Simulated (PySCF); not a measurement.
SMILES Fc1c(cccc1)-c1c(cccc1)F (GFN2-xTB optimised geometry):

```
22

F     -1.855    -0.574     0.022
C     -1.187     0.601     0.000
C     -1.926     1.768     0.001
C     -1.265     2.984    -0.003
C      0.119     3.016    -0.004
C      0.845     1.838     0.000
C      0.206     0.601     0.000
C      0.972    -0.657    -0.001
C      0.665    -1.690    -0.883
C      1.390    -2.867    -0.883
C      2.439    -3.042     0.005
C      2.763    -2.034     0.895
C      2.032    -0.861     0.878
F      2.357     0.103     1.769
H     -3.003     1.710     0.009
H     -1.832     3.902    -0.004
H      0.638     3.962    -0.007
H      1.923     1.872    -0.005
H     -0.148    -1.560    -1.581
H      1.135    -3.652    -1.578
H      3.003    -3.962     0.009
H      3.569    -2.142     1.604
```

Computed with PBE/def2-SVP in PySCF 2.14.0.

What are the frontier orbital energies and the dipole moment?

HOMO-2 -6.31 eV, HOMO-1 -6.17 eV, HOMO -5.78 eV, LUMO -1.76 eV, LUMO+1 -1.05 eV; dipole moment 0.83 D.

Meta-Löwdin charges at PBE/def2-SVP: F1 -0.24, C2 0.26, C3 -0.14, C4 -0.10, C5 -0.12, C6 -0.10, C7 -0.03, C8 -0.03, C9 -0.09, C10 -0.12, C11 -0.10, C12 -0.14, C13 0.26, F14 -0.24, H15 0.12, H16 0.11, H17 0.11, H18 0.12, H19 0.12, H20 0.11, H21 0.11, H22 0.12.
